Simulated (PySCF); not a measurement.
Ground-state electric properties of a mixed set of molecules.

All values: PBE0/def2-SVPD (PySCF) at GFN2-xTB geometries, gas phase, one conformer each. Core orbitals are frozen in the response; Δα² is half the sum of the squared differences of the principal polarisabilities.

(1) Rank by HOMO–LUMO gap, highest first.
A. `n1nncc(F)c1`
B. `NCC1=CCNC1`
C. `c1n(ccc1)CS`
D. `C#C[C@H](N)CCN`
E. `[SiH3]N[Si@@H](SC)F`
F. `C1CN(N=C1)CC`

(2) Rank by polarisability anisotropy Δα, highest first.
A. `[NH2:1][CH2:2][C:3]1=[CH:4][CH2:5][NH:6][CH2:7]1` with H–N1–C2–C3 60° and -58°, N1–C2–C3–C4 -3°, C3–C4–C5–N6 12°, C4–C5–N6–C7 -20°, C5–N6–C7–C3 20°, C2–C3–C7–N6 169°
B. `[CH:1]#[C:2][C@H:3]([NH2:4])[CH2:5][CH2:6][NH2:7]` with C2–C3–N4–H 62° and -57°, C2–C3–C5–C6 -166°, C3–C5–C6–N7 67°, C5–C6–N7–H 65° and -175°
C. `[CH3:1][S:2][Si@@H:3]([F:4])[NH:5][SiH3:6]` with C1–S2–Si3–F4 51°, S2–Si3–N5–Si6 -172°
D. `[CH3:1][CH2:2][N:3]1[CH2:4][CH2:5][CH:6]=[N:7]1` with C1–C2–N3–C4 -68°

(3) Rank by HOMO energy, lowest first.
A. `C#C[C@H](N)CCN`
B. `CCN1CCC=N1`
C. `CS[Si@@H](F)N[SiH3]`
D. `NCC1=CCNC1`
E. `Fc1cnnnc1`

Results:

(1) D (7.50 eV), B (6.98 eV), E (6.85 eV), C (6.26 eV), F (6.01 eV), A (5.32 eV).

(2) C (5.56 Å³), B (4.54 Å³), D (4.30 Å³), A (3.57 Å³).

(3) E (-7.49 eV), C (-7.11 eV), A (-6.83 eV), D (-6.46 eV), B (-5.58 eV).

All values together:

| SMILES | formula | μ (D) | HOMO (eV) | LUMO (eV) | α (Å³) | Δα (Å³) | electrons | α per electron (Å³) |
| --- | --- | --- | --- | --- | --- | --- | --- | --- |
| CS[Si@@H](F)N[SiH3] | CH8FNSSi2 | 0.91 | -7.11 | -0.26 | 13.65 | 5.56 | 74 | 0.184 |
| Fc1cnnnc1 | C3H2FN3 | 3.51 | -7.49 | -2.17 | 7.73 | 4.37 | 50 | 0.155 |
| NCC1=CCNC1 | C5H10N2 | 1.09 | -6.46 | 0.52 | 10.95 | 3.57 | 54 | 0.203 |
| SCn1cccc1 | C5H7NS | 1.33 | -6.36 | -0.10 | 12.76 | 5.50 | 60 | 0.213 |
| C#C[C@H](N)CCN | C5H10N2 | 0.99 | -6.83 | 0.67 | 11.47 | 4.54 | 54 | 0.212 |
| CCN1CCC=N1 | C5H10N2 | 2.09 | -5.58 | 0.43 | 11.02 | 4.30 | 54 | 0.204 |

Conformers: `[CH3:1][S:2][Si@@H:3]([F:4])[NH:5][SiH3:6]` with C1–S2–Si3–F4 51°, S2–Si3–N5–Si6 -172°; `[NH2:1][CH2:2][C:3]1=[CH:4][CH2:5][NH:6][CH2:7]1` with H–N1–C2–C3 60° and -58°, N1–C2–C3–C4 -3°, C3–C4–C5–N6 12°, C4–C5–N6–C7 -20°, C5–N6–C7–C3 20°, C2–C3–C7–N6 169°; `[SH:1][CH2:2][n:3]1[cH:4][cH:5][cH:6][cH:7]1` with H–S1–C2–N3 -62°, S1–C2–N3–C4 -85°; `[CH:1]#[C:2][C@H:3]([NH2:4])[CH2:5][CH2:6][NH2:7]` with C2–C3–N4–H 62° and -57°, C2–C3–C5–C6 -166°, C3–C5–C6–N7 67°, C5–C6–N7–H 65° and -175°; `[CH3:1][CH2:2][N:3]1[CH2:4][CH2:5][CH:6]=[N:7]1` with C1–C2–N3–C4 -68°.

Problem. How closely does the mean polarisability follow the number of electrons in this set?

Solution. The correlation coefficient is 0.81; α per electron runs from 0.155 to 0.213 Å³.
